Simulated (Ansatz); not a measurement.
Stepwise reaction of `ClC[SiH2]CCl` with ammonia, as a gas-phase model of exchange steps in deposition or etching. ΔE in kJ/mol; ΔG adds harmonic PBE0-D4 terms to CCSD(T)/CBS, at 1 bar.

Computed with Ansatz on PBE0-D4/def2-TZVP structures; ΔE is electronic, products minus reactants. CCSD(T)/CBS is the MP2 limit (def2-TZVPP, def2-QZVPP) plus CCSD(T) − MP2 in def2-TZVPP, frozen cores. This one scheme is used for every species. DFT in def2-TZVPP. B3LYP here is the variant with VWN-RPA as its local correlation; programs differ in this. Each species was taken in one conformer, which may not be the lowest.

```
step                                     reaction  PBE-D4  B3LYP-D4  ωB97M-V  CCSD(T)/CBS  ΔG(400 K)
   1  `ClC[SiH2]CCl` + NH₃ → `N[SiH2]CCl` + `CCl`   -48.0     -55.7    -54.7        -54.0      -60.3
```

(1) Give the row of step 2, `N[SiH2]CCl` + NH₃ → `N[SiH2]N` + `CCl`. (Estimate.)

(2) By hand: ΔE of the 2 steps together at CCSD(T)/CBS.

Answers

(1) The calculation gave: 
| step | reaction | PBE-D4 | B3LYP-D4 | ωB97M-V | CCSD(T)/CBS | ΔG(400 K) |
| --- | --- | --- | --- | --- | --- | --- |
| 2 | `N[SiH2]CCl` + NH₃ → `N[SiH2]N` + `CCl` | -56.7 | -64.1 | -63.2 | -62.9 | -61.1 |

(2) (-54.0) + (-62.9) = -116.9 kJ/mol, or -58.5 kJ/mol a step.

In ΔE each step is lower than the one before. All are downhill at CCSD(T)/CBS. ΔG lies between -61.1 and -60.3 kJ/mol a step. PBE-D4 differs from CCSD(T)/CBS by 6.0 to 6.2 kJ/mol a step. Only this route is followed, and other bonds may react first. Isolated molecules leave out the surface, adducts and barriers. Largest T1 diagnostic: 0.010.
